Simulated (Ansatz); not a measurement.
Ansatz (an electronic-structure program) input (CCSD(T)/def2-SVPD):

Ansatz 0.2 input:
```yaml
crystal:
  periodic: [false, false, false]
  atoms:
    - {symbol: Cl, position_ang: [1.97290894, 0.33833421, -0.18356225]}
    - {symbol: C, position_ang: [0.46844991, 0.60372505, 0.56218292]}
    - {symbol: Br, position_ang: [-1.05216201, -0.29305198, -0.05305039]}
    - {symbol: H, position_ang: [0.47551913, 0.88278748, 1.60422410]}
basis:
  gaussian:
    orbitals: def2-SVPD
magnetization: {spin_polarized: true, initial_magnetization: 1}
correlation: {method: ccsd_t, electrons: outside_noble_gas}
output: {forces: true}
```

End of the output:

```
mean field evaluation 4: about -83534.1790 eV, gradient 2.5e0 eV
mean field evaluation 8: about -83534.2844 eV, gradient 2.4e-1 eV
mean field evaluation 16: about -83533.0361 eV, gradient 1.1e1 eV
mean field -83534.28628226 eV, -3069.8283993001 hartree, gradient 2.8e-6 eV, S^2 0.770740; 0 other end points of the search recorded, 0 dependent functions left out
20 core orbitals not correlated
reference -83534.28628226 eV, -3069.8283993001 hartree; 10, 9 occupied and 66, 67 virtual orbitals, 919 factors
densities: 0.72 GiB planned
second order -10.60990953 eV of doubles, -0.00000000 eV of singles
coupled cluster: 0.49 GiB planned
cycle   1  -11.17872935 eV  change   -5.7e-1 eV  update   8.2e-2
cycle   2  -11.46857920 eV  change   -2.9e-1 eV  update   2.7e-2
cycle   3  -11.54104564 eV  change   -7.2e-2 eV  update   1.7e-2
cycle   4  -11.54275974 eV  change   -1.7e-3 eV  update   6.9e-3
cycle   5  -11.54294104 eV  change   -1.8e-4 eV  update   2.7e-3
cycle   6  -11.54322736 eV  change   -2.9e-4 eV  update   7.9e-4
cycle   7  -11.54330532 eV  change   -7.8e-5 eV  update   3.0e-4
cycle   8  -11.54329577 eV  change    9.6e-6 eV  update   1.4e-4
cycle   9  -11.54324997 eV  change    4.6e-5 eV  update   5.8e-5
cycle  10  -11.54324123 eV  change    8.7e-6 eV  update   2.5e-5
cycle  11  -11.54324939 eV  change   -8.2e-6 eV  update   1.2e-5
cycle  12  -11.54325265 eV  change   -3.3e-6 eV  update   5.5e-6
cycle  13  -11.54325440 eV  change   -1.7e-6 eV  update   2.2e-6
perturbative correction -0.38630774 eV, -0.0141965475 hartree
the calculation of the forces begins
Total energy: -83546.21584439 eV, -3070.2668026224 hartree
Atom 0 at     1.972909     0.338334    -0.183562 Å, force     0.441454    -0.068510    -0.213504 eV/Å
Atom 1 at     0.468450     0.603725     0.562183 Å, force    -0.302231     0.012006    -0.200458 eV/Å
Atom 2 at    -1.052162    -0.293052    -0.053050 Å, force    -0.153485    -0.083222    -0.064388 eV/Å
Atom 3 at     0.475519     0.882787     1.604224 Å, force     0.014262     0.139726     0.478350 eV/Å
Dipole moment:    -0.010330     0.033627     0.169371 e Å
```

It need not be the lowest isomer of its formula.
